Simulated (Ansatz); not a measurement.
`C=C[Si](F)(F)C=C`, 13 atoms. Total charge 0; spin multiplicity 1. All runs use 4 threads of an Arm Neoverse V2 on a shared host. Correlated methods freeze the cores.

Q: How many basis functions does each run have, and how long does it take in Ansatz? RKS PBE0-D4/def2-QZVPP energy; RKS ωB97M-V/def2-QZVPP energy; RHF-CCSD(T)/def2-TZVPP energy; RKS PBE0-D4/def2-SVP energy; RKS B97M-V/def2-TZVPP energy; RKS PBE0-D4/def2-TZVP frequencies; RKS ωB97M-V/def2-SVP energy; RHF-CCSD(T)/def2-SVP energy; RKS BLYP-D4/def2-TZVPP energy; RKS PBE0-D4/def2-TZVP relaxation (10 steps); direct RPA on PBE orbitals/def2-TZVPP energy; RKS revPBE-D4/def2-TZVPP energy. (An estimate is asked.)

A: Computed: Other jobs shared the machine, so times are rough.

```json
{"level": "RKS PBE0-D4/def2-SVP", "job": "energy", "functions": "132", "wall time": "1.6 s", "peak host memory (GiB)": "0.34"}
{"level": "RKS revPBE-D4/def2-TZVPP", "job": "energy", "functions": "312", "wall time": "2.4 s", "peak host memory (GiB)": "0.47"}
{"level": "RKS BLYP-D4/def2-TZVPP", "job": "energy", "functions": "312", "wall time": "2.6 s", "peak host memory (GiB)": "0.47"}
{"level": "RKS ωB97M-V/def2-SVP", "job": "energy", "functions": "132", "wall time": "6 s", "peak host memory (GiB)": "0.46"}
{"level": "direct RPA on PBE orbitals/def2-TZVPP", "job": "energy", "functions": "312", "wall time": "9 s", "peak host memory (GiB)": "0.92"}
{"level": "RKS B97M-V/def2-TZVPP", "job": "energy", "functions": "312", "wall time": "12 s", "peak host memory (GiB)": "0.58"}
{"level": "RKS PBE0-D4/def2-QZVPP", "job": "energy", "functions": "592", "wall time": "13 s", "peak host memory (GiB)": "2.6"}
{"level": "RHF-CCSD(T)/def2-SVP", "job": "energy", "functions": "132", "wall time": "15 s", "peak host memory (GiB)": "0.95"}
{"level": "RKS ωB97M-V/def2-QZVPP", "job": "energy", "functions": "592", "wall time": "29 s", "peak host memory (GiB)": "3.1"}
{"level": "RKS PBE0-D4/def2-TZVP", "job": "relaxation (10 steps)", "functions": "259", "wall time": "46 s", "peak host memory (GiB)": "0.83"}
{"level": "RKS PBE0-D4/def2-TZVP", "job": "frequencies", "functions": "259", "wall time": "5.3 min", "peak host memory (GiB)": "0.83"}
{"level": "RHF-CCSD(T)/def2-TZVPP", "job": "energy", "functions": "312", "wall time": "22 min", "peak host memory (GiB)": "5"}
```
